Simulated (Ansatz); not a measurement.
```xyz
9

F     0.023    0.240    2.699
B     0.735   -0.123    1.638
B     0.556    0.532    0.121
Si   -0.751   -0.171   -1.240
H     1.534   -1.014    1.812
H     1.249    1.438   -0.248
H    -0.143   -0.281   -2.595
H    -1.370   -1.477   -0.891
H    -1.834    0.855   -1.296
```

Total charge 0; spin multiplicity 1.

Problem. List the ωB97M-V/def2-TZVPP orbital energies in eV (the Gaussian-basis code of Ansatz). (Estimate.)

Solution. Computed: Occupied: -1806.78, -677.97, -189.08, -188.13, -147.91, -102.02, -102.01, -102.00, -36.74, -18.95, -18.09, -16.35, -15.90, -15.62, -13.97, -12.27, -12.15, -11.24, -10.19. Lowest empty: -0.66, 0.94, 2.26, 2.80, 2.96, 3.08, 3.37, 3.88.
